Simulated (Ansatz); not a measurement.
Computed with Ansatz on PBE0-D4/def2-TZVP structures; ΔE is electronic, products minus reactants. CBS: MP2 limit from def2 TZ/QZ plus the TZ coupled-cluster correction, frozen cores. This one scheme is used for every species, atoms too. Functionals use def2-TZVPP. B3LYP here is the variant with VWN-RPA as its local correlation; programs differ in this. Open shells (•) are unrestricted, without spin–orbit coupling. Spin–orbit coupling would lower the free atoms: a little for C, Cl, Si; clearly for Br. For Br outer-core shells are correlated without core-valence functions, so the limit isn't a true one: a few kJ/mol of doubt a bond, and 10 to 20 or more in all where bonds break to atoms. Scalar relativity is left out up to krypton.

Reaction (atomization): `Cl[Si]1(Br)CC1` → Br• + 2 C• + Cl• + 4 H• + Si•

```
         species  B3LYP energy (Eh)
`Cl[Si]1(Br)CC1`        -3402.64739
             Br•        -2574.14096
              C•          -37.85948
             Cl•         -460.16701
              H•           -0.50215
             Si•         -289.39209
```

Work out ΔE.

ΔE = 4 × (-0.50215) + 2 × (-37.85948) + (-2574.14096) + (-460.16701) + (-289.39209) − (-3402.64739) = 1.21977 Eh = +3202.5 kJ/mol. CCSD(T)/CBS gives +3275.8 kJ/mol.

Largest T1 diagnostic among the species: 0.012.

In def2-TZVPP, CCSD(T) changes the Hartree–Fock value by +769.9 kJ/mol (the triples alone add +56.8 kJ/mol) and MP2 by +850.9 kJ/mol; breaking electron pairs costs correlation energy, which Hartree–Fock lacks. From PBE to PBE0 (25 % exact exchange), in def2-TZVPP and without D4, ΔE moves by −37.1 kJ/mol: exact exchange takes away binding that semilocal exchange gives to molecules.

For atomizations the MP2-based limit and the directly extrapolated one differ by several kJ/mol either way, and by 10 to 25 for some Ge, Se and Sn compounds, so smaller differences from it don't rank the levels.
